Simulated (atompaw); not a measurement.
# Cutoff test, K (Z = 19), PAW (atompaw)

atompaw 4.2.0.5 input, output lines left out:

```
K 19
GGA-PBE scalarrelativistic loggrid 1500 logderivrange -2 5 176
4 4 0 0 0 0
4 0 1
4 1 0
0 0 0
c
c
c
v
c
c
v
2
3.56 2.78 2.36 3.08
y
0.45
n
y
0.4
n
y
0.35
n
custom polynom2 7 10 vanderbiltortho besselshape
3 1 ultrasoft
3.56
3.56
3.56
3.56
3.56
```

The pseudo-atom Hamiltonian at the reference potential is diagonalised in spherical Bessel functions j_l(qr) that vanish at 20 bohr, with q² up to the cutoff. All-electron valence levels (Ry): 4s -0.1704, 4p -0.0591.

Question: How do the lowest levels (Ry) of each channel move with the cutoff, and are there ghosts?

Answer:

```json
{"cutoff (Ry)": "8", "s #1": "-0.1704", "p #1": "-0.0588", "d #1": "0.0268", "d #2": "0.1165", "f #1": "0.0843", "Σ f·Δε (mRy)": "0.0"}
{"cutoff (Ry)": "10", "s #1": "-0.1704", "p #1": "-0.0588", "d #1": "0.0267", "d #2": "0.1162", "f #1": "0.0843", "Σ f·Δε (mRy)": "0.0"}
{"cutoff (Ry)": "400", "s #1": "-0.1704", "p #1": "-0.0588", "d #1": "0.0266", "d #2": "0.1161", "f #1": "0.0843", "Σ f·Δε (mRy)": "0.0"}
```

Result: no extra level below or beside the all-electron valence levels (s, p, d, f tested); 10 mRy is reached at 6 Ry and 1 mRy at 6 Ry.
